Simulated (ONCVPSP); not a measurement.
## Configuration tests for Al (Z = 13) (ONCV)

| Quantity | Value |
| --- | --- |
| Element | aluminium |
| Generator | ONCVPSP 4.0.1 |
| Type | optimised norm-conserving Vanderbilt (ONCV) |
| Functional | Wu-Cohen |
| Relativity | scalar-relativistic |
| Frozen core | [Ne] |
| Valence charge | 3 |
| Reference configuration | 3s2 3p1 |
| Partial waves | 3s: rc 2.00 bohr, ncon 4, nbas 7, qcut 2.7 1/bohr, 2 projectors, debl 2.5 Ha; 3p: rc 2.65 bohr, ncon 4, nbas 8, qcut 3.2 1/bohr, 3 projectors, debl 0.7 Ha; d scattering state at 0.4 Ha: rc 2.45 bohr, ncon 3, nbas 8, qcut 4.4 1/bohr, 2 projectors, debl 2.6 Ha |
| Local potential | polynomial inside 1.50 bohr (lpopt 5, dvloc0 2 Ha) |
| Core correction | Teter function, fcfact 3.75, rcfact 1.45 |

Energies are relative to the spin-unpolarised reference configuration 3s2 3p1; without spin polarisation the order of configurations can differ from experiment.

```json
{"valence configuration": "3s2 3p0.5", "charge": "+0.5", "ΔE all-electron (eV)": "2.072", "error AE − PS (meV)": "+0.3"}
{"valence configuration": "3s1 3p2", "charge": "0", "ΔE all-electron (eV)": "5.129", "error AE − PS (meV)": "-7.7"}
```

What are ΔE and the potential's error for 3s1 3p0?

ΔE = 24.931 eV all-electron; the error (AE − PS) is -40 meV.

What are ΔE and the potential's error for 3s2 3p0?

ΔE = 5.738 eV all-electron; the error (AE − PS) is +2.1 meV.

Note: no bound ghost flagged; GHOST(+) flagged for s at 132.8 eV.
